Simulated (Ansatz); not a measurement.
`OB1CC1` + `[CH3][GaH2]` → `[CH3][GaH][B]1CC1` + H₂O  (formal exchange of groups at a B–O bond)

Isolated molecules relaxed with PBE0-D4/def2-TZVP in Ansatz; ΔE leaves out vibrations. CCSD(T)/CBS is the MP2 limit (def2-TZVPP, def2-QZVPP) plus CCSD(T) − MP2 in def2-TZVPP, frozen cores. This one scheme is used for every species. DFT in def2-TZVPP. B3LYP here is the variant with VWN-RPA as its local correlation; programs differ in this. HSE06 is defined as in plane-wave codes. For Ga outer-core shells are correlated without core-valence functions, which leaves a few kJ/mol of doubt a bond. Scalar relativity is left out up to krypton. Each species was taken in one conformer, which may not be the lowest.

| level | ΔE (kJ/mol) | difference from CCSD(T)/CBS |
| --- | --- | --- |
| PBE-D4 | 103.3 | 3.5 |
| r2SCAN-D4 | 108.4 | 8.6 |
| B97M-V | 120.1 | 20.3 |
| r2SCANh-D4 | 109.3 | 9.5 |
| B3LYP | 118.6 | 18.8 |
| HSE06 | 108.8 | 9.0 |
| CAM-B3LYP | 124.1 | 24.3 |
| LC-ωPBE | 113.3 | 13.5 |
| HF/def2-TZVPP | 129.0 | 29.2 |
| CCSD/CBS(def2) | 101.7 | 1.9 |
| CCSD(T)/CBS | 99.8 | 0 |

Largest T1 diagnostic among the species: 0.012.

Leaving LDA and LC-ωPBE aside and taking each functional with its dispersion term where it has one, the values, not all of them listed here, spread over 19.0 kJ/mol, from revPBE-D4 to CAM-B3LYP-D4. LDA lies +7.5 kJ/mol from PBE without D4. From BLYP to BHLYP (50 % exact exchange), in def2-TZVPP and without D4, ΔE moves by +6.2 kJ/mol.
